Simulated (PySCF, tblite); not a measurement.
Isomers of C5H8FS (doublet state), one GFN2-xTB conformer each. Single-point energies are computed at B3LYP/pcH-1 (PySCF, gas phase, no added dispersion term), electronic only. GFN2-xTB treats the open shell by occupation alone, and not every SCF solution was tested for stability.

| SMILES | GFN2-xTB relative energy (kJ/mol) |
| --- | --- |
| C[CH]C[C@@]1(F)CS1 | 16.8 |
| CCC[C@@]1(F)[CH]S1 | 0.0 |

Conformers: `[CH3:1][CH:2][CH2:3][C@@:4]1([F:5])[CH2:6][S:7]1` (doublet state) with C1–C2–C3–C4 89°, C2–C3–C4–F5 -65°; `[CH3:1][CH2:2][CH2:3][C@@:4]1([F:5])[CH:6][S:7]1` (doublet state) with C1–C2–C3–C4 71°, C2–C3–C4–F5 -83°.

Problem. What does B3LYP/pcH-1 give for the same structures?

Solution. 
```
            SMILES  B3LYP/pcH-1 E (Eh)  B3LYP/pcH-1 (kJ/mol)  GFN2-xTB (kJ/mol)  point group
C[CH]C[C@@]1(F)CS1          -693.32632                   0.0               16.8           C1
CCC[C@@]1(F)[CH]S1          -693.32464                   4.4                0.0           C1
```

GFN2-xTB puts CCC[C@@]1(F)[CH]S1 lowest instead. Neighbours under 21 kJ/mol apart (C[CH]C[C@@]1(F)CS1 and CCC[C@@]1(F)[CH]S1) can change places with a better method, another conformer or zero-point energy.

Problem. What happens when harmonic zero-point energies from GFN2-xTB frequencies are added?

Solution. 
```tsv
SMILES	ZPE (kJ/mol)	electronic (kJ/mol)	with ZPE (kJ/mol)
C[CH]C[C@@]1(F)CS1	300.2	0.0	0.0
CCC[C@@]1(F)[CH]S1	306.9	4.4	11.1
```

The zero-point energies span 6.7 kJ/mol. The order is unchanged.

Problem. As an exercise, what shares would exp(−E/RT) give at 298.15 K from these electronic energies alone (no entropy, no degeneracies)?

Solution. RT = 2.479 kJ/mol: C[CH]C[C@@]1(F)CS1 85.6 %, CCC[C@@]1(F)[CH]S1 14.4 %.
